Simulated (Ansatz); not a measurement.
# A ladder of methods for AlOF2 (SMILES [O][Al]([F])[F])

The species is AlOF2 (4 atoms), meant as a doublet with charge 0. SMILES: `[O][Al]([F])[F]`. The shape is that of a PBE0-D4/def2-TZVP optimisation.

```xyz
4

O     0.6829   -0.9109    1.2600
Al   -0.0006    0.0043   -0.0324
F    -1.4772   -0.4016   -0.5925
F     0.8504    1.2479   -0.6553
```

Quantity: the energy change with the Al2–F4 bond stretched from 1.631 to 4.076 Å, in eV. The values are calculated.

```json
{"level": "UHF/STO-3G", "kind": "Hartree–Fock", "program": "Ansatz", "value (eV)": "4.17", "less FCI/STO-3G": "+0.01", "CPU time (all runs)": "1.4 s"}
{"level": "UBLYP/STO-3G", "kind": "GGA", "program": "Ansatz", "value (eV)": "5.35", "less FCI/STO-3G": "+1.19", "CPU time (all runs)": "39 s"}
{"level": "UBHLYP/STO-3G", "kind": "global hybrid", "program": "Ansatz", "value (eV)": "5.40", "less FCI/STO-3G": "+1.24", "CPU time (all runs)": "33 s"}
{"level": "UB2PLYP/STO-3G", "kind": "double hybrid", "program": "Ansatz", "value (eV)": "5.28", "less FCI/STO-3G": "+1.12", "CPU time (all runs)": "45 s"}
{"level": "RPA@PBE/STO-3G", "kind": "RPA", "program": "Ansatz", "value (eV)": "3.53", "less FCI/STO-3G": "-0.63", "CPU time (all runs)": "48 s"}
{"level": "UMP2/STO-3G", "kind": "perturbation theory", "program": "Ansatz", "value (eV)": "4.67", "less FCI/STO-3G": "+0.51", "CPU time (all runs)": "1.4 s"}
{"level": "UBCCD(T)/STO-3G", "kind": "coupled cluster or CI", "program": "Ansatz", "value (eV)": "4.21", "less FCI/STO-3G": "+0.05", "CPU time (all runs)": "3.1 s"}
{"level": "UCCSDT(Q)/STO-3G", "kind": "coupled cluster or CI", "program": "Ansatz", "value (eV)": "4.11", "less FCI/STO-3G": "-0.05", "CPU time (all runs)": "13 s"}
{"level": "UCCSDT/STO-3G", "kind": "coupled cluster or CI", "program": "Ansatz", "value (eV)": "4.17", "less FCI/STO-3G": "+0.01", "CPU time (all runs)": "11 s"}
{"level": "FCI/STO-3G", "kind": "exact in the basis", "program": "Ansatz", "value (eV)": "4.16", "less FCI/STO-3G": "0.00", "CPU time (all runs)": "5.4 min"}
```

FCI/STO-3G is exact within its basis and frozen core, so for wave-function methods in that basis the difference is their error; functionals converge differently with the basis, so for them it is only a difference. The first shape isn't each level's own minimum. The values span 3.53 to 5.40 eV. Spin contamination of the reference (⟨S²⟩ at least 0.1 too high) touches UHF/STO-3G, UBLYP/STO-3G, UBHLYP/STO-3G, UB2PLYP/STO-3G, RPA@PBE/STO-3G, UMP2/STO-3G, UBCCD(T)/STO-3G, UCCSDT(Q)/STO-3G, UCCSDT/STO-3G. All rows use very small basis sets, so even the best lies far from the true value. Times are those of the runs behind each value, whatever else they computed, on shared processors of several kinds: orders of magnitude only.
